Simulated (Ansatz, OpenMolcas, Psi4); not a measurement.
**Worked example: vertical energy of the triplet above the singlet of SeO2 (selenium dioxide)**

The species is SeO2 (3 atoms), meant as a singlet with charge 0. SMILES: `O=[Se]=O`. Geometry: relaxed at PBE0-D4/def2-TZVP.

```xyz
3

O     0.4500   -1.2914    0.0948
Se   -0.5159   -0.0677   -0.2613
O     0.0659    1.3591    0.1664
```

Both states at this one shape; open shells run unrestricted unless said. 1 Eh = 27.2114 eV.

```tsv
level	program	singlet SeO2 (Eh)	triplet SeO2 (Eh)
HF/def2-TZVPP, open shells restricted	OpenMolcas	-2549.530064	-2549.476622
B3LYP/6-31G* (spherical functions)	Psi4	-2551.643531	-2551.555242
BHLYP/def2-TZVPP	Ansatz	-2551.895033	-2551.819614
M06-2X/def2-TZVPP	Psi4	-2551.956202	-2551.867876
```

Problem. Work out the vertical gap, second state less first, at each level.

Solution. 
1. HF/def2-TZVPP, open shells restricted: -2549.476622 − (-2549.530064) = 0.053442 Eh = 1.45 eV.
2. B3LYP/6-31G* (spherical functions): -2551.555242 − (-2551.643531) = 0.088289 Eh = 2.40 eV.
3. BHLYP/def2-TZVPP: -2551.819614 − (-2551.895033) = 0.075419 Eh = 2.05 eV.
4. M06-2X/def2-TZVPP: -2551.867876 − (-2551.956202) = 0.088326 Eh = 2.40 eV.

No measured value is set beside it here; the levels span 1.45 to 2.40 eV. Hartree–Fock favours the state with fewer electron pairs, since it lacks pair correlation. Spin-orbit coupling, which splits open shells on such heavy atoms by tenths of an eV, is left out. All-electron rows are non-relativistic unless named.
